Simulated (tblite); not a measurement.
C₆H₅ClO₂S.
Geometry (GFN2-xTB, Å), atoms numbered from 1 in this order:
```
atom  x, y, z in Å
O1     2.927   -0.050   -1.248
S2     2.350    0.206    0.031
O3     2.776    1.344    0.779
Cl4    2.750   -1.433    1.189
C5     0.582    0.112   -0.035
C6     0.002   -0.625   -1.043
C7    -1.380   -0.724   -1.073
C8    -2.137   -0.091   -0.097
C9    -1.527    0.643    0.911
C10   -0.146    0.746    0.947
H11    0.631   -1.094   -1.782
H12   -1.865   -1.293   -1.851
H13   -3.213   -0.171   -0.121
H14   -2.125    1.130    1.665
H15    0.372    1.309    1.706
```

Computed with GFN2-xTB (tblite): harmonic, unscaled wavenumbers at the GFN2-xTB geometry, gas phase. Errors from tens to a few hundred cm⁻¹ against measured bands are possible. One conformer, not necessarily the lowest.

Harmonic wavenumbers (cm⁻¹): 29.9, 72.3, 132.7, 210.5, 258.8, 295.2, 324.5, 359.9, 366.3, 430.1, 503.4, 526.5, 583.1, 654.0, 697.2, 751.2, 878.7, 908.2, 927.4, 934.7, 968.2, 1063.0, 1097.1, 1101.5, 1148.9, 1175.1, 1176.0, 1250.3, 1289.6, 1323.7, 1432.0, 1439.6, 1568.0, 1607.2, 3090.9, 3098.9, 3104.9, 3113.6, 3116.4.

A = 1969, B = 691.5, C = 675.5 MHz; mass 175.970 u (most abundant isotopes); point group Cs, symmetry number 1.

Question: Zero-point energy?

Answer: ½Σν̃ = 21505 cm⁻¹ = 257.25 kJ/mol.

Question: Give the ideal-gas entropy at 273.15 K and 1 bar in the rigid-rotor, harmonic-oscillator model (classical rotation).

Answer: Translation 171.52, rotation 125.42, vibration 99.45: S = 396.4 J/(mol K).

Question: And Cp and H(273.15 K) − H(0)?

Answer: Cp = 140.46 J/(mol K), of which vibrations give 107.20 (their classical limit is 39 R = 324.3); H(273.15 K) − H(0) = 23.42 kJ/mol without the zero-point energy, 14.34 from vibrations.

Question: Which modes carry the vibrational entropy at 273.15 K?

Answer: 29.9 cm⁻¹: 23.69; 72.3 cm⁻¹: 16.39; 132.7 cm⁻¹: 11.46; 210.5 cm⁻¹: 7.87; 258.8 cm⁻¹: 6.35; 295.2 cm⁻¹: 5.43 J/(mol K); the other 33 give 28.26 together.

Question: Blend soft modes into free rotors: weight 1/[1 + (100 cm⁻¹/ν̃)⁴] for the oscillator and the rest for a rotor with moment μB/(μ + B), μ = h/(8π²ν), B = 10⁻⁴⁴ kg m². What vibrational entropy results?

Answer: 89.58 J/(mol K) in place of 99.45, which changes −T·S at 273.15 K by +2.70 kJ/mol.

Hindered rotation and anharmonicity are outside this model. Other conformers, if any are populated, would add a mixing term that is left out.
